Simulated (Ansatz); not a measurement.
`[CH3][Al]([NH2])[Cl]` → `[CH2]` (triplet) + `[NH2][AlH][Cl]` at 600 K and 1 bar (formal loss of a carbene).

Program: Ansatz. Geometries: PBE0-D4/def2-TZVP. ΔE: electronic, gas phase. CCSD(T)/CBS is the MP2 limit (def2-TZVPP, def2-QZVPP) plus CCSD(T) − MP2 in def2-TZVPP, frozen cores. This one scheme is used for every species. Triplets are unrestricted, without spin–orbit coupling. One conformer a species, not always the lowest.

```
               species  CCSD(T)/CBS energy (Eh)  H − E (kJ/mol)  S (J/(mol·K))
`[CH3][Al]([NH2])[Cl]`               -797.68797           222.9          427.1
     `[CH2]` (triplet)                -39.09499            66.5          220.8
      `[NH2][AlH][Cl]`               -758.40905           131.1          353.8
```

H − E and S are ideal-gas, rigid-rotor, harmonic terms from PBE0-D4/def2-TZVP, for one conformer and one mirror image of each species, with the whole ground term of open shells counted as degenerate. 1 Eh = 2625.50 kJ/mol, R = 8.31446 J/(mol·K).

By hand: ΔE, ΔH, ΔS and ΔG.

ΔE = (-39.09499) + (-758.40905) − (-797.68797) = 0.18393 Eh = 482.9 kJ/mol. Δ(H − E) = 66.5 + 131.1 − 222.9 = -25.3, so ΔH = 457.6 kJ/mol. ΔS = 220.8 + 353.8 − 427.1 = 147.5 J/(mol·K). ΔG = 457.6 − 600 × (147.5)/1000 = 369.1 kJ/mol.

By hand: the equilibrium constant, and the temperature at which ΔG would vanish if ΔH and ΔS stayed fixed.

log₁₀ K = −ΔG/(RT ln 10) = -32.1. ΔG = 0 at ΔH/ΔS = 3102 K, far beyond where these terms or the molecules hold.

The number of gas molecules changes by +1, which sets the sign of ΔS. A doubt of 5 kJ/mol in ΔE shifts log₁₀ K by 0.4 here. Other conformers and mirror images would add mixing entropy, several J/(mol·K) or more a flexible species. Modes under 60 cm⁻¹, often nearly free rotors, make the harmonic entropy too high. A triplet takes part, so the spin changes. These are equilibria of isolated gas molecules and say nothing of rates. Largest T1 diagnostic: 0.011 (customary marks: 0.02 for closed shells, 0.045 for open ones).
